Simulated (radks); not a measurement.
Task: Species: the bismuth ion Bi2+. Configuration: [Hg] 6p1. Method: Dirac Kohn-Sham, PBE, spin-unpolarised, spherical densities, point nucleus; open shells are shared between the two j in proportion to 2j + 1; computed with a radial shooting solver on a logarithmic mesh with Libxc functionals. Some entries of the table are withheld. Estimate them.

orbital,occ.,eigenvalue (eV),<r^2> (bohr^2)
1s1/2,2,-90540.23,0.0003459
2s1/2,2,(1),0.005185
2p1/2,2,(2),0.003643
2p3/2,4,(3),0.004823
3s1/2,2,-3939.379,0.03358
3p1/2,2,-3650.863,(4)
3p3/2,4,-3131.345,(5)
3d3/2,4,-2659.792,0.02802
3d5/2,6,-2549.687,0.02973
4s1/2,2,-917.6975,0.1605
4p1/2,2,-792.3240,0.1625
4p3/2,4,-664.2969,0.1933
4d3/2,4,-460.7407,0.2000
4d5/2,6,-436.8520,0.2105
5s1/2,2,-174.8500,0.7749
4f5/2,6,(6),0.2291
4f7/2,8,(7),0.2355
5p1/2,2,-131.4304,0.8834
5p3/2,4,-106.7802,1.071
5d3/2,4,(8),1.669
5d5/2,6,(9),1.788
6s1/2,2,-30.6577,4.803
6p1/2,0.333333,-21.1914,6.684
6p3/2,0.666667,-18.4786,8.196
7s1/2,0,-9.9886,24.89

Result: 
(1) 2s1/2 eigenvalue (eV): -16266.90
(2) 2p1/2 eigenvalue (eV): -15627.08
(3) 2p3/2 eigenvalue (eV): -13306.87
(4) 3p1/2 <r^2> (bohr^2): 0.03049
(5) 3p3/2 <r^2> (bohr^2): 0.03680
(6) 4f5/2 eigenvalue (eV): -172.7255
(7) 4f7/2 eigenvalue (eV): -167.2353
(8) 5d3/2 eigenvalue (eV): -46.2751
(9) 5d5/2 eigenvalue (eV): -43.2508
